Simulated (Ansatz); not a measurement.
**Molecular dynamics of BH$_{2}$F$_{3}$**

input.yaml

```yaml
accuracy: low
crystal:
  lattice:
    - [7.98957, 0.0, 0.0]
    - [0.0, 7.98957, 0.0]
    - [0.0, 0.0, 7.98957]
  atoms:
    - { symbol: B, position: [0.15305393, 0.6408307, 0.51412341] }
    - { symbol: F, position: [0.20477095, 0.48423918, 0.53063919] }
    - { symbol: F, position: [0.00906271, 0.67182757, 0.43789885] }
    - { symbol: F, position: [0.24016867, 0.76502068, 0.58142273] }
    - { symbol: B, position: [0.54402405, 0.69899615, 0.24264861] }
    - { symbol: F, position: [0.59804996, 0.84761725, 0.19496922] }
    - { symbol: F, position: [0.65076022, 0.57581816, 0.2719883] }
    - { symbol: F, position: [0.38059087, 0.67179844, 0.25977438] }
    - { symbol: B, position: [0.491667, 0.28297814, 0.78510253] }
    - { symbol: F, position: [0.51855347, 0.17882298, 0.91117768] }
    - { symbol: F, position: [0.45814, 0.44243229, 0.81638566] }
    - { symbol: F, position: [0.5036747, 0.22956605, 0.62874962] }
    - { symbol: B, position: [0.96782846, 0.59512415, -0.00612582] }
    - { symbol: F, position: [0.97235973, 0.7381589, 0.07687954] }
    - { symbol: F, position: [0.82628565, 0.54081562, -0.07312378] }
    - { symbol: F, position: [1.10733358, 0.50789076, -0.02650342] }
    - { symbol: B, position: [0.01411859, 0.08336463, 0.85833726] }
    - { symbol: F, position: [-0.0293189, 0.15121434, 1.00286997] }
    - { symbol: F, position: [0.15644375, 0.12830383, 0.78527148] }
    - { symbol: F, position: [-0.08452588, -0.02836284, 0.78518902] }
    - { symbol: H, position: [0.91732027, 1.03772584, 0.40511857] }
    - { symbol: H, position: [0.86828582, 1.0268812, 0.3256886] }
    - { symbol: H, position: [0.91047277, 0.3411679, 0.59212211] }
    - { symbol: H, position: [0.82667009, 0.29786195, 0.59379907] }
    - { symbol: H, position: [0.33423274, 0.77315282, 0.93575396] }
    - { symbol: H, position: [0.37405651, 0.84780333, 0.89407227] }
    - { symbol: H, position: [0.57650232, 0.80084506, 0.60165324] }
    - { symbol: H, position: [0.64912827, 0.84549006, 0.56126458] }
    - { symbol: H, position: [0.32350366, 0.11648455, 0.31957293] }
    - { symbol: H, position: [0.27208624, 0.1532081, 0.24980687] }
basis:
  ecutwfc: 420.0
kpoints:
  mp_grid: { grid: [1, 1, 1] }
hamiltonian:
  xc: pbe
  dispersion: d3bj
scf:
  occupations: { method: fermi_dirac, width: 0.05 }
  lower_state_search: "off"
md:
  timestep: 0.75
  n_steps: 250
  ensemble: nvt_langevin
  temperature: 1500.0
  initial_velocities: maxwell_boltzmann
  seed: 560096
  friction: 0.02
```

Launched with:

```bash
$ ansatz run input.yaml --threads 1 --pin off --max-ram 3072MiB --backend cpu --events-out ev --progress --plain --runs-dir out
```

It starts from a partly relaxed structure (largest force component 0.11 eV/Å).

Output, in part (step lines):

```
md step     0: t =     0.00 fs  T =  1450.0 K  F+E_penalty+E_count = -13079.03751525 eV  E_kin = 5.622810 eV  (8 SCF iters)
[... lines left out ...]
```

The steps, from the saved trajectory:

```json
{"time (fs)": "0.0", "T (K)": "1450", "potential energy less start (eV)": "0.000"}
{"time (fs)": "6.0", "T (K)": "1152", "potential energy less start (eV)": "1.312"}
{"time (fs)": "12.0", "T (K)": "1277", "potential energy less start (eV)": "1.552"}
{"time (fs)": "18.0", "T (K)": "1251", "potential energy less start (eV)": "1.901"}
{"time (fs)": "24.0", "T (K)": "1217", "potential energy less start (eV)": "1.720"}
{"time (fs)": "30.0", "T (K)": "1045", "potential energy less start (eV)": "2.133"}
{"time (fs)": "36.0", "T (K)": "1173", "potential energy less start (eV)": "2.261"}
{"time (fs)": "42.0", "T (K)": "1452", "potential energy less start (eV)": "1.740"}
{"time (fs)": "48.0", "T (K)": "1270", "potential energy less start (eV)": "2.890"}
{"time (fs)": "54.0", "T (K)": "1332", "potential energy less start (eV)": "2.870"}
{"time (fs)": "60.0", "T (K)": "1158", "potential energy less start (eV)": "3.668"}
{"time (fs)": "66.0", "T (K)": "1212", "potential energy less start (eV)": "2.531"}
{"time (fs)": "72.0", "T (K)": "1433", "potential energy less start (eV)": "3.268"}
{"time (fs)": "78.0", "T (K)": "1612", "potential energy less start (eV)": "3.200"}
{"time (fs)": "84.0", "T (K)": "1129", "potential energy less start (eV)": "3.156"}
{"time (fs)": "90.0", "T (K)": "1423", "potential energy less start (eV)": "2.856"}
{"time (fs)": "96.0", "T (K)": "1399", "potential energy less start (eV)": "3.359"}
{"time (fs)": "102.0", "T (K)": "1591", "potential energy less start (eV)": "3.290"}
{"time (fs)": "108.0", "T (K)": "1649", "potential energy less start (eV)": "2.863"}
{"time (fs)": "114.0", "T (K)": "1738", "potential energy less start (eV)": "2.844"}
{"time (fs)": "120.0", "T (K)": "1745", "potential energy less start (eV)": "2.866"}
{"time (fs)": "126.0", "T (K)": "1266", "potential energy less start (eV)": "3.285"}
{"time (fs)": "132.0", "T (K)": "1388", "potential energy less start (eV)": "3.236"}
{"time (fs)": "138.0", "T (K)": "1314", "potential energy less start (eV)": "3.793"}
{"time (fs)": "144.0", "T (K)": "1661", "potential energy less start (eV)": "2.962"}
{"time (fs)": "150.0", "T (K)": "1604", "potential energy less start (eV)": "4.125"}
{"time (fs)": "156.0", "T (K)": "1784", "potential energy less start (eV)": "2.950"}
{"time (fs)": "162.0", "T (K)": "1412", "potential energy less start (eV)": "4.121"}
{"time (fs)": "168.0", "T (K)": "1299", "potential energy less start (eV)": "3.640"}
{"time (fs)": "174.0", "T (K)": "1698", "potential energy less start (eV)": "3.285"}
{"time (fs)": "180.0", "T (K)": "1832", "potential energy less start (eV)": "2.904"}
{"time (fs)": "186.0", "T (K)": "1624", "potential energy less start (eV)": "3.524"}
```

The run went to its last step. A run of 0.19 ps of so small a system gives no equilibrium averages. Limits of this set-up: coarse k mesh, low accuracy level.

Mean squared displacements from the first frame to the last, about the centre of mass: B 0.50 Å², F 0.97 Å², H 4.84 Å².

Last frame:

```xyz
30
Lattice="7.9896 0.0000 0.0000 0.0000 7.9896 0.0000 0.0000 0.0000 7.9896" Properties=species:S:1:pos:R:3
B 0.670 4.417 3.554
F 1.774 3.713 3.396
F -0.293 3.911 2.827
F 0.403 5.357 4.429
B 4.484 5.147 2.356
F 5.055 6.321 2.228
F 5.017 4.055 2.733
F 3.094 5.468 2.247
B 4.290 2.456 7.034
F 4.902 1.431 7.802
F 4.138 3.639 7.697
F 4.063 2.575 5.794
B 8.234 4.069 0.365
F 8.333 5.421 0.234
F 7.083 3.551 0.076
F 9.304 3.326 0.716
B -0.191 0.296 6.620
F -0.353 0.611 7.791
F 0.413 1.138 5.673
F -0.882 -0.530 5.932
H 7.612 9.421 2.312
H 7.043 9.470 1.844
H 6.029 0.358 3.907
H 5.337 -0.028 4.015
H 2.782 6.959 8.343
H 2.557 7.636 8.555
H 3.345 5.760 7.152
H 2.536 6.031 6.990
H 3.433 -0.082 2.843
H 3.740 0.175 2.392
```

Time of the run: 16 min on 1 thread of Intel(R) Xeon(R) Platinum 8259CL CPU @ 2.50GHz (Skylake/Cascade Lake) (shared host), peak memory 0.56 GiB.
